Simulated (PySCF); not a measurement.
C5H3F3O2.
Geometry (GFN2-xTB, Å), atoms numbered from 1 in this order:
```
atom  x, y, z in Å
O1     1.3158   -1.8532    0.6453
C2     1.1269   -0.7174    0.3581
C3     1.6972    0.3051   -0.5891
O4     0.7277    1.2636   -0.1477
C5     0.1324    0.3698    0.7984
C6    -1.3203    0.0962    0.5759
F7    -2.1084    0.1944    1.6588
C8    -1.8624   -0.2276   -0.5950
F9    -1.1515   -0.3709   -1.7025
F10   -3.1419   -0.4507   -0.8210
H11    2.7232    0.6196   -0.3821
H12    1.5912    0.0623   -1.6496
H13    0.2657    0.7093    1.8326
```

Method: TDDFT CAM-B3LYP/def2-SVPD, vertical, gas phase, core orbitals frozen in the response in PySCF.

Computed states:

```
state  E (eV)       f
   S1    4.34  0.0008
   S2    5.91  0.0047
   S3    6.35  0.0063
   S4    6.51   0.129
   S5    6.80   0.034
   S6    6.96  0.0058
   S7    7.19   0.014
   S8    7.50   0.142
```

Each state is given a Gaussian of 0.25 eV full width at half maximum, with ε(max) = 2.175×10⁸ f / Δν̃ (Δν̃ the width in cm⁻¹). The width is an assumption, not a result. The curve ends short of the highest state used, and states not computed would add to its high-energy end.

Question: Give the broadened spectrum and its maxima.

Answer: 
```csv
λ (nm),ε (L mol⁻¹ cm⁻¹)
179.6,2841
183.4,4376
187.3,8945
191.1,14057
194.9,6064
198.7,965
202.5,147
206.3,318
210.1,512
213.9,304
217.7,73
221.5,8
225.4,0
229.2,0
233.0,0
236.8,0
240.6,0
244.4,0
248.2,0
252.0,0
255.8,0
259.6,0
263.5,0
267.3,2
271.1,7
274.9,23
278.7,51
282.5,78
286.3,88
290.1,74
293.9,48
297.7,24
301.6,9
305.4,3
309.2,1
313.0,0
```

Maxima: 286 nm (4.34 eV), ε about 88, made up of S1 (100%); 210 nm (5.91 eV), ε about 510, made up of S2 (100%); 191 nm (6.51 eV), ε about 14000, made up of S4 (98%) (ε in L mol⁻¹ cm⁻¹; maxima over ε = 5, shares over 10%).

Question: What would ε be at 6.51 eV, the highest of these maxima, with half the width (0.125 eV)?

Answer: About 27900 L mol⁻¹ cm⁻¹ against 14300, a factor of about 1.95; a lone state at its own centre would give exactly 2.

Question: Coming from long wavelengths, where does ε first pass 100 L mol⁻¹ cm⁻¹?

Answer: At about 217 nm (5.71 eV), 1.38 eV above S1.

Question: On this curve, what absorbance would a 10⁻⁵ mol/L sample give at 193 nm over a 1 cm path?

Answer: 193 nm is 6.424 eV, where ε is about 11000 L mol⁻¹ cm⁻¹, so A = ε c l ≈ 0.11 (Beer–Lambert, with the gas-phase spectrum and the assumed width).

Hardware: one thread of an Arm Neoverse V1 (shared host). Cost: 62 s of wall time.

One conformer stands for the species.
